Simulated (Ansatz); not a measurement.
Geometry optimisation, RKS LDA/def2-SVP (Ansatz 0.2.0).

input.yaml

```yaml
crystal:
  periodic: [false, false, false]
  atoms:
    - { symbol: Ge, position_ang: [-0.073027, 0.0, -0.788869] }
    - { symbol: Cl, position_ang: [1.796167, 0.0, 2.060579] }
    - { symbol: H, position_ang: [2.186791, 0.0, 0.77487] }
    - { symbol: H, position_ang: [-1.139415, 1.144179, -0.44634] }
    - { symbol: H, position_ang: [-1.139415, -1.144179, -0.44634] }
basis:
  gaussian: { orbitals: def2-SVP }
hamiltonian:
  xc: lda
relax:
  f_tol: 0.03
  max_steps: 50
output:
  orbitals: {}
```

Launched with:

```bash
$ ansatz run input.yaml --threads 1 --pin off --max-ram 2048MiB --backend cpu --events-out ev --progress --plain --runs-dir out
```

Q: Where does it end, and by what steps?

A: The forces met the threshold. After 15 steps the energy has fallen by 2.467 eV; H3 moved furthest, 1.54 Å. Parted: Cl2–H3. Joined: Ge1–Cl2, Ge1–H3.

```tsv
step	energy less start (eV)	largest force component (eV/Å)	accepted
0	0.0000	1.059	yes
1	-0.1411	0.513	yes
2	-0.2292	0.322	yes
3	-0.3134	0.615	yes
4	-0.3397	0.803	yes
5	-0.3633	0.307	yes
6	-0.3741	0.185	yes
7	-0.3896	0.360	yes
8	-0.4080	0.498	yes
9	-0.4665	0.806	yes
10	-0.8088	1.782	yes
11	-1.3391	1.907	yes
12	-1.9829	1.352	yes
13	-2.3491	0.630	yes
14	-2.4660	0.113	yes
15	-2.4666	0.011	yes
```

```xyz
5
Properties=species:S:1:pos:R:3
Ge 0.296 0.000 0.084
Cl 0.726 0.000 2.190
H 1.644 0.000 -0.667
H -0.517 1.272 -0.227
H -0.517 -1.272 -0.227
```

Run time: 7.3 s on 1 thread of Intel(R) Xeon(R) Platinum 8559C (Emerald Rapids), on a shared host, peak memory 0.13 GiB.
